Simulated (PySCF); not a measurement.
**Working out the ionisation energy of Mo+**

Mo+ [Kr] 4d5 (6S) → Mo(2+) [Kr] 4d4 (5D). Calculation: PySCF 2.14, in ANO-RCC-VTZP (7s6p4d2f1g, 68 functions); scalar relativity by spin-free X2C-1e. Frozen: [Ar] 3d10. Energies in hartree (1 hartree = 27.21139 eV):

| part | Mo+ (lower) | Mo(2+) (upper) |
| --- | --- | --- |
| UHF | -4045.846393 | -4045.292505 |
| CCSD correlation | -0.361520 | -0.329304 |
| (T) | -0.009119 | -0.007241 |

What does Hartree-Fock give?

(-4045.292505) − (-4045.846393) = 0.553888 hartree = 15.072 eV.

What do CCSD and CCSD(T) give?

The CCSD correlation energies differ by 0.032216 hartree = 0.877 eV and the triples by 0.001878 hartree = 0.051 eV, so CCSD gives 15.949 eV and CCSD(T) 16.000 eV.

A first-order spin-orbit estimate adds -0.143 eV to CCSD(T) (valence and next inner shell), giving 15.857 eV against 16.16 ± 0.12 eV (semi-empirical (NIST evaluation); NIST Atomic Spectra Database, ionization energies).

What remains against the reference includes basis incompleteness, the frozen core and higher excitations.
